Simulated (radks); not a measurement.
Species: Gd+. Configuration: [Xe] 4f7 5d1 6s1.

All-electron calculation, Dirac Kohn-Sham, OLYP, spin-unpolarised, spherical densities, point nucleus; open shells fill j = l - 1/2 first. Program: a radial shooting solver on a logarithmic mesh with Libxc functionals.

Energy parts (hartree):
| part | energy |
|---|---|
| total | -11284.0734 |
| kinetic | 12306.7714 |
| electron-nucleus | -27707.2754 |
| Hartree | 4370.4092 |
| exchange-correlation | -253.9785 |

Orbitals (lengths in bohr, moments of r in powers of bohr; r(90%) holds 90 % of the orbital's charge):
| orbital | occ. | eigenvalue (hartree) | r(90%) | <r^4> | <r^2> |
|---|---|---|---|---|---|
| 1s1/2 | 2 | -1839.440 | 0.0396 | 1.141e-06 | 0.0006549 |
| 2s1/2 | 2 | -303.9379 | 0.144 | 0.0001808 | 0.01021 |
| 2p1/2 | 2 | -288.6168 | 0.128 | 0.0001119 | 0.007417 |
| 2p3/2 | 4 | -263.0494 | 0.137 | 0.0001469 | 0.008650 |
| 3s1/2 | 2 | -67.57320 | 0.358 | 0.007021 | 0.06812 |
| 3p1/2 | 2 | -60.93987 | 0.351 | 0.006383 | 0.06345 |
| 3p3/2 | 4 | -55.69098 | 0.369 | 0.007825 | 0.07051 |
| 3d3/2 | 4 | -44.25828 | 0.341 | 0.005657 | 0.05625 |
| 3d5/2 | 6 | -43.11291 | 0.347 | 0.006025 | 0.05823 |
| 4s1/2 | 2 | -13.79008 | 0.794 | 0.1730 | 0.3448 |
| 4p1/2 | 2 | -11.20705 | 0.821 | 0.1968 | 0.3627 |
| 4p3/2 | 4 | -10.03767 | 0.864 | 0.2410 | 0.4014 |
| 4d3/2 | 4 | -5.78518 | 0.946 | 0.3441 | 0.4598 |
| 4d5/2 | 6 | -5.57342 | 0.961 | 0.3675 | 0.4750 |
| 5s1/2 | 2 | -2.05680 | 1.92 | 5.886 | 1.995 |
| 5p1/2 | 2 | -1.34539 | 2.18 | 9.791 | 2.517 |
| 5p3/2 | 4 | -1.18437 | 2.32 | 12.55 | 2.843 |
| 4f5/2 | 6 | -0.56780 | 1.46 | 2.574 | 0.9568 |
| 4f7/2 | 1 | -0.53982 | 1.49 | 2.781 | 0.9878 |
| 6s1/2 | 1 | -0.32446 | 5.47 | 380.6 | 15.74 |
| 5d3/2 | 1 | -0.30441 | 3.97 | 110.9 | 7.519 |
| 5d5/2 | 0 | -0.29250 | 4.09 | 124.5 | 7.953 |

The highest occupied level is 5d3/2 at -8.283 eV. The density falls to 0.001 e/bohr^3 at r = 4.58 bohr. Summed over all electrons, <r^2> = 59.29 bohr^2, which gives a Langevin (diamagnetic) susceptibility term of -47 x 10^-6 cm^3/mol.
